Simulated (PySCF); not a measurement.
# Two-component Hartree-Fock for C⁺ (carbon, charge +1)

Start: [He] 2s1 2p2; 2s1/2 filled at m_j = +1/2; 2p3/2 filled at m_j = +1/2, +3/2. Calculated with PySCF 2.14 in x2c-TZVPall-2c with one added diffuse shell each of s, p, d type (6s4p3d1f, 40 functions): generalised Hartree-Fock with the X2C-1e Hamiltonian and a Gaussian nucleus; one run each with spin-orbit coupling (SO) switched off, then screened by Boettger's factors. This is a chosen level, not necessarily the ground level.

```
spinor shell  electrons  ε, spin-free (eV)  ε, screened SO (eV)  weight of nominal j (screened SO)  rms radius, screened SO (bohr)
       1s1/2          2            -322.50              -322.51                              1.000                           0.312
       2s1/2          1            -36.555              -36.556                              1.000                            1.56
       2p3/2          2            -25.842              -25.841                              0.833                            1.62
```

```
   quantity  spin-free  screened SO
E (hartree)  -37.17466    -37.17455
        M_J        5/2          5/2
       ⟨J²⟩      8.752        8.752
       ⟨L²⟩      2.002        2.002
       ⟨S²⟩      3.750        3.750
```

Each row is a mean over spinors that exchange with the open shell spreads, by up to 3.281 eV (1s1/2).

Rows whose weight is well below 1 are mixtures of j = l ± 1/2: exchange outweighs spin-orbit coupling there, and the label is only the starting occupation.

Without spin-orbit coupling the j labels of p, d and f shells carry no meaning; the spin-free column gives the mean over the occupied spinors of each nl shell.
